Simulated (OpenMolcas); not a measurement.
An atom or ion with 23 electrons was computed by SS-RASPT2, IPEA 0.25 Eh, imaginary shift 0.1 Eh with spin-orbit coupling (OpenMolcas, ANO-RCC-VTZP, DKH2). The lowest levels that the run gave, each within 12 % of the measured value where one is at hand:

```
   J  Parity  E (cm-1)      g
 5/2    even       0.0  2.002
 5/2    even     38900  0.572
 7/2    even     38960  0.985
11/2    even     38970  1.273
 9/2    even     38990  1.172
 5/2    even     43050  1.582
 3/2    even     43180  1.702
 1/2    even     43340  2.614
 7/2    even     46980  1.428
 1/2    even     47130  0.054
 3/2    even     47270  1.231
 5/2    even     47310  1.388
```

Question: Which ion is it, and what are the configurations and terms?

Answer: Co V (Z = 27, charge +4; active space 11 electrons in 8 orbitals (RAS1 3p, at most 2 holes; RAS2 3d)). J, parity and g give the terms where levels are pure, and mixed ones are named by the computed weights; the size of the splittings, set against known spectra of the 23-electron sequence, gives the charge. In order, with the measured energies in cm-1 (Sugar and Corliss, J. Phys. Chem. Ref. Data 10, 1097 (1981)): 3d5 6S 5/2, 3d5 4G 5/2, 3d5 4G 7/2, 3d5 4G 11/2 (37218), 3d5 4G 9/2, 3d5 4P 5/2 (40753), 3d5 4P 3/2 (40891), 3d5 4P 1/2 (41024), 3d5 4D 7/2 (44709), 3d5 4D 1/2 (44908), 3d5 4D 3/2, 3d5 4D 5/2.

Term energies are means over components that CASPT2 splits; among the terms shown or strongly mixed into the levels shown the widest spread is 64 cm-1 (3d5 4G). Active for correlation alone: 3p; no level in the range computed is led by a configuration that opens it, so any true level of that kind is missing. Computed and measured levels are paired by configuration, term and J; levels that our copy of the source lacks, or whose pairing is in doubt (as where it misses far off the trend of its configuration), stay unpaired and out of the deviations. Levels of configurations outside the active space are missing.
